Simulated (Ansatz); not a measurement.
A run of Ansatz (development build ahead of 0.2.0) on doublet BeMg(+) in separate pieces at this shape:

| atom | x (Å) | y (Å) | z (Å) |
| --- | --- | --- | --- |
| Be | 0.0000 | 0.0000 | 0.0000 |
| Mg | 0.0000 | 0.0000 | 6.8683 |

Its results:

```
Converged                       : yes
Total energy                    : -214.33269 hartree
Spin squared of the determinant : 0.750
Stability test                  : minimum among restricted orbitals
```

Question: Which input gives this output? Name the method, the orbitals and the basis set, and write the input.

Answer: PBE0 (restricted open-shell) in pcseg-2.

```yaml
crystal:
  periodic: [false, false, false]
  atoms:
    - { symbol: Be, position_ang: [0.0, 0.0, 0.0] }
    - { symbol: Mg, position_ang: [0.0, 0.0, 6.8683] }
basis:
  gaussian: { orbitals: pcseg-2 }
total_charge: 1
magnetization:
  initial_magnetization: 1
hamiltonian:
  xc: pbe0
```

Caution: stretched shape with no unrestricted run beside it, a lower state can exist; charge can spread falsely over distant fragments.
